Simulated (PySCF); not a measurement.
# How methods differ on the ionisation energy of O+

O+ [He] 2s2 2p3 [2p1/2^2 2p3/2^1, M_J = 3/2] → O(2+) [He] 2s2 2p2 [2p1/2^2, M_J = 0], as a difference of total energies. All numbers are calculated (PySCF 2.14, the two-component X2C-1e Hamiltonian, in x2c-TZVPPall-2c (5s3p2d1f, 31 functions)). Correlated levels: 1s2 frozen. "Screened" scales the spin-orbit matrix elements by Boettger's factors to mimic the two-electron term; Breit and QED terms are absent.

```csv
method,ionisation energy (eV),error (eV)
GHF (spin-free),34.655,-0.466
GMP2 (spin-free),35.201,+0.080
GHF (screened spin-orbit),34.639,-0.482
GMP2 (screened spin-orbit),35.186,+0.065
```

Reference: 35.121 eV (measured; NIST Atomic Spectra Database, ionization energies).

Errors of the correlated levels include the incompleteness of this basis and the frozen core.

The labels give the starting determinants; with spin-orbit coupling the two ends relaxed to ⟨J²⟩ = 3.76, ⟨L²⟩ = 0.00, ⟨S²⟩ = 3.76 and ⟨J²⟩ = 1.99, ⟨L²⟩ = 2.00, ⟨S²⟩ = 2.00.

The determinant of O(2+) mixes levels of different J (the jj label is only the starting occupation), so the difference between spin-free and spin-orbit rows is not the physical spin-orbit shift.
